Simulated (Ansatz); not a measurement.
`CC[SiH2]O[SiH3]` and `CC[SiH2][SiH3]` differ in one atom or group.

Ansatz, PBE0-D4/def2-TZVP geometries, multiplicity 1. Each molecule was computed in one conformer, which needn't be the lowest.

```csv
property,`CC[SiH2]O[SiH3]`
size of the dipole moment (ωB97M-V/def2-TZVPP) / D,1.04
size of the dipole moment (PBE/def2-TZVPP) / D,1.06
LUMO energy (B3LYP/def2-TZVPP) / eV,-0.14
LUMO energy (PBE/def2-TZVPP) / eV,-0.81
HOMO–LUMO gap (ωB97M-V/def2-TZVPP) / eV,12.16
LUMO energy (ωB97M-V/def2-TZVPP) / eV,1.73
```

Question: Give the same properties after the change, and the shifts. (Best estimate.)

Answer: Computed: 
```json
{"property": "size of the dipole moment (ωB97M-V/def2-TZVPP) / D", "`CC[SiH2][SiH3]`": "1.03", "shift": "-0.01"}
{"property": "size of the dipole moment (PBE/def2-TZVPP) / D", "`CC[SiH2][SiH3]`": "1.09", "shift": "0.03"}
{"property": "LUMO energy (B3LYP/def2-TZVPP) / eV", "`CC[SiH2][SiH3]`": "-0.04", "shift": "0.10"}
{"property": "LUMO energy (PBE/def2-TZVPP) / eV", "`CC[SiH2][SiH3]`": "-0.67", "shift": "0.14"}
{"property": "HOMO–LUMO gap (ωB97M-V/def2-TZVPP) / eV", "`CC[SiH2][SiH3]`": "11.80", "shift": "-0.36"}
{"property": "LUMO energy (ωB97M-V/def2-TZVPP) / eV", "`CC[SiH2][SiH3]`": "1.79", "shift": "0.06"}
```

With PBE0 the HOMO rises by 0.22 eV and the LUMO rises by 0.08 eV, so the gap narrows by about 0.14 eV. PBE moves the HOMO by 0.01 eV and ωB97M-V by 0.42 eV. Dipoles are sizes alone; their direction can turn.

B3LYP here is the variant with VWN-RPA as its local correlation; programs differ in this.
